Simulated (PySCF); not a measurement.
Calculated properties of 1,4-benzodioxane (`c1ccc2c(c1)OCCO2`)

1,4-benzodioxane, C8H8O2.
Atom-mapped SMILES: `[cH:1]1[cH:2][cH:3][c:4]2[c:5]([cH:6]1)[O:7][CH2:8][CH2:9][O:10]2` (hydrogens: H11 on C1; H12 on C2; H13 on C3; H14 on C6; H15, H16 on C8; H17, H18 on C9)

Among its groups: benzene ring and ether.

From GFN2-xTB geometry:

| Property | Result |
| --- | --- |
| Point group of the GFN2-xTB geometry | C2 |
| Rotational constants A, B, C of the GFN2-xTB geometry | 2.941, 1.245, 0.898 GHz |

PBE0/pcSseg-1 ground state and GIAO shieldings, non-relativistic (PySCF):

| Property | Result |
| --- | --- |
| Dipole moment | 1.54 D |
| HOMO energy | -6.27 eV |
| LUMO energy | -0.07 eV |
| HOMO–LUMO gap | 6.20 eV |
| Lowest Hirshfeld atomic charge | -0.12 e on O7/O10 |
| Highest Hirshfeld atomic charge | +0.06 e on H16/H18 |
| 13C chemical shifts (computed TMS as zero) by class | 150.2 (C4/C5), 126.5 (C1/C2), 123.5 (C3/C6), 67.3 (C8/C9) ppm |
| 1H chemical shifts (computed TMS as zero) by class | 7.24 (H13/H14), 7.15 (H11/H12), 4.16 (H15/H16/H17/H18) ppm |
| Isotropic shieldings of nuclei other than C and H, by class | 232 (O7/O10) ppm |
| Mayer bond orders between heavy atoms | C1–C2 1.42, C2–C3 1.46, C3–C4 1.42, C4–C5 1.28, C5–C6 1.42, C5–O7 0.97, O7–C8 0.91, C8–C9 1.04, C9–O10 0.91, C6–C1 1.46, O10–C4 0.97 |

Monoisotopic mass (most abundant isotopes): 136.0524 u.

With B = h/(8π²I), that is 505.379 GHz u Å² over I, the principal moments of inertia are 171.8, 406.0 and 562.8 u Å² (most abundant isotopes); the inertial defect Ic − Ia − Ib is -15.0 u Å² (zero for a rigid planar frame, negative otherwise). The rotational constants make it an asymmetric top with κ = (2B − A − C)/(A − C) = -0.66, nearer the prolate limit (−1). In atomic units the dipole is 0.60 e·bohr (1 au = 2.5417 D). A dipole of 1.54 D is allowed in C2, and pure rotational transitions are dipole-allowed.

The structure is a single GFN2-xTB conformer in the gas phase; no vibrational or solvent corrections.

For the NMR shielding job (PBE0/pcSseg-1), hardware: Arm Neoverse V2, one thread, no GPU, on a shared host. Cost: 30 s of wall time.
